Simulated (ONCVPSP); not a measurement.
## Transferability test, ONCV potential for magnesium

ONCVPSP 4.0.1 input, shortened (lines: element, Z, core and valence counts, functional; n l f; lmax; l rc ep ncon nbas qcut; lloc lpopt rc5 dvloc0; l nproj debl; icmod fcfact rcfact), PW91, scalar-relativistic:

```
  Mg 12.00    1    3  -109134      upf
    1    0    2.00
    2    0    2.00
    2    1    6.00
    3    0    1.00
    2
    0    1.45    0.00    5   10   10.60
    1    1.20    0.00    3    7   13.20
    2    1.50    0.37    3    6    6.30
    1    5    1.20    0.00
    0    3    3.20
    1    0    0.60
    2    3    2.20
    3    3.25    1.10
```

Energies are relative to the spin-unpolarised reference configuration 2s2 2p6 3s1; without spin polarisation the order of configurations can differ from experiment.

Task: Give the all-electron excitation energy and the error of the potential for: 2s2 2p6 3s2; 2s2 2p6 3s0; 2s2 2p6 3s1.5; 2s2 2p6 3s1 3p1.

Result:

| valence configuration | charge | ΔE all-electron (eV) | error AE − PS (meV) |
| --- | --- | --- | --- |
| 2s2 2p6 3s2 | 0 | -7.993 | -0.2 |
| 2s2 2p6 3s0 | +2 | 15.070 | -1.5 |
| 2s2 2p6 3s1.5 | +0.5 | -4.832 | 0.0 |
| 2s2 2p6 3s1 3p1 | 0 | -4.499 | -96 |

Levels in the configuration 2s2 2p6 3s0:

```json
{"level": "2s", "all-electron (eV)": "-100.054", "pseudo (eV)": "-100.101"}
{"level": "2p", "all-electron (eV)": "-66.869", "pseudo (eV)": "-66.896"}
```
